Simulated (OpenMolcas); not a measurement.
**Lines of La²⁺: computed and rescaled rates**

```json
{
  "Program": "OpenMolcas",
  "Method": "SS-CASPT2, IPEA 0.25 Eh, imaginary shift 0.1 Eh (closed shells correlated: 5s 5p)",
  "Basis": "ANO-R3 [9s7p7d3f2g1h]",
  "Scalar Hamiltonian": "X2C, finite nucleus",
  "Active space": "1 electron in 6 orbitals (5d 6s)",
  "State averaging": "2S+1 = 2 even, 6 roots",
  "Spin-orbit coupling": "RASSI with atomic mean-field integrals over the reference wave functions, term energies averaged over their components"
}
```

Rates come from the transition moments of the reference wave functions (E1 and E2 in the length form). At fixed line strength A goes as λ^-3 for E1 and M1 and as λ^-5 for E2, so a rate at the computed wavelength can be rescaled to the measured one. Measured vacuum wavelengths follow from level energies in Martin, Zalubas and Hagan, Atomic Energy Levels: The Rare-Earth Elements, NSRDS-NBS 60 (1978). Branching counts decays inside the model space alone, at computed energies, and the table is only a selection of the E2 and M1 lines, drawn from those between levels with measured partners whose computed energy lies within a factor of 1.5 of the measured one.

| Upper | Lower | Type | λ computed (nm) | λ measured (nm) | A computed (s-1) | A rescaled (s-1) | Branching % |
| --- | --- | --- | --- | --- | --- | --- | --- |
| 6s ²S_1/2 | 5d ²D_3/2 | E2 | 714.4 | 735.8 | 2.25e+00 | 1.94e+00 | 55.9 |
| 6s ²S_1/2 | 5d ²D_5/2 | E2 | 812.4 | 834.2 | 1.78e+00 | 1.56e+00 | 44.1 |
| 5d ²D_5/2 | 5d ²D_3/2 | M1 | 5924 | 6237 | 5.21e-02 | 4.46e-02 | 100.0 |

The largest correction is for 5d ²D_5/2 → 5d ²D_3/2 (M1): 5.21e-02 × (5924 / 6237)^3 = 4.46e-02 s-1, a factor of 0.86.

The computed rate and branching of 5d ²D_5/2 → 5d ²D_3/2 give the upper level a radiative lifetime of 1.000 / 5.21e-02 s-1 = 1.92e+01 s, counting decays inside the model space alone. The rescaled rate gives about 2.2e+01 s.

These are rates of the free ion; in crystals, glasses and complexes forced electric-dipole and non-radiative decay shorten such lifetimes by orders of magnitude. No measured rate stands beside these. Rescaling mends the energy factor alone: line strengths can still be far off where a level mixes with configurations outside the active space, and weak or spin-changing lines hang on small mixing coefficients that depend on the term gaps too, so rescaling need not improve them.

With one active electron, CASPT2 adds the correlation within the correlated inactive shells and between them and that electron, and leaves the splitting within a term as the reference gives it. Measured partners are found by configuration, term and J. A level has none where our copy of the source lacks it or the pairing is in doubt (some pairs that miss far off the trend of their configuration count as doubtful). Only configurations of the active space appear.
